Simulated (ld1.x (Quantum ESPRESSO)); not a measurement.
Configuration tests for Sm (Z = 62) (TM)

Sm, norm-conserving Troullier–Martins (Kleinman–Bylander form), made with ld1.x (Quantum ESPRESSO) 7.5 (LDA (PZ), scalar-relativistic). Core [Kr] 4d10, reference 4f6 5s2 5p6 5d0 6s2 6p0. Waves: 5s (bound): rc 1.40 bohr; 5p (bound): rc 2.00 bohr; 5d (bound, empty): rc 2.75 bohr; 4f (bound): rc 0.95 bohr. Local part: all-electron potential smoothed inside 1.70 bohr (lloc = -1). Core correction: none.

Occupied shells without a wave of their own: 6s. They enter only through the test configuration that unscreens the potential.

Energies are relative to the spin-unpolarised reference configuration 4f6 5s2 5p6 5d0 6s2 6p0; without spin polarisation the order of configurations can differ from experiment. Spin-polarised rows fill each open shell by Hund’s rule, majority spin first. Not all tests gave a result: 1 of 9 tests not solved or not reliable.

```csv
valence configuration,charge,ΔE all-electron (eV),error AE − PS (meV)
4f6 5s2 5p6 5d0 6s0 6p0,+2,17.445,-388
4f5 5s2 5p6 5d0 6s0 6p0,+3,41.600,-721
4f4 5s2 5p6 5d0 6s0 6p0,+4,83.929,-1195
4f6 5s2 5p6 5d0 6s1.5 6p0,+0.5,2.455,-60
4f6 5s2 5p6 5d1 6s0 6p0,+1,7.578,-248
4f6 5s2 5p6 5d0 6s2 6p0 (spin-polarised),0,-5.550,+11181
4f6 5s2 5p6 5d0 6s1 6p0 (spin-polarised),+1,0.250,+11235
```

Question: What are ΔE and the potential's error for 4f6 5s2 5p6 5d0 6s1 6p0?

Answer: ΔE = 6.151 eV all-electron; the error (AE − PS) is -141 meV.

The 6s level has no wave, so the channel is fitted at the deeper level alone: the likely source of the large errors.
